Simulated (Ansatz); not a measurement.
H4NO3Ta, SMILES `[NH]=[Ta]([OH])([OH])[OH]` at its PBE0-D4/def2-TZVP geometry, where that method's forces vanish. Charge 0, multiplicity 1. Ta takes the def2 core potential.

```xyz
9

N     1.5222    0.9896   -0.1555
Ta    0.0123    0.0866    0.0189
O    -1.3048    0.9119   -1.1142
O    -0.4963    0.1353    1.8732
O     0.2472   -1.7314   -0.5172
H     2.3442    1.5624   -0.2286
H    -2.1743    0.5869   -1.3476
H    -1.1804   -0.3673    2.3155
H     1.0299   -2.1740   -0.8445
```

Task: What forces (eV/Å) does PBE-D4/def2-TZVPP give on these atoms in Ansatz 0.2.0? (An estimate is asked.)

Result: Computed: 
```
N1   0.377  0.212 -0.047
Ta2 -0.459 -0.305  0.045
O3   0.193  0.374 -0.142
O4   0.281  0.290  0.185
O5  -0.319 -0.159  0.045
H6   0.291  0.215 -0.023
H7  -0.414 -0.170 -0.096
H8  -0.335 -0.246  0.192
H9   0.385 -0.211 -0.159
```
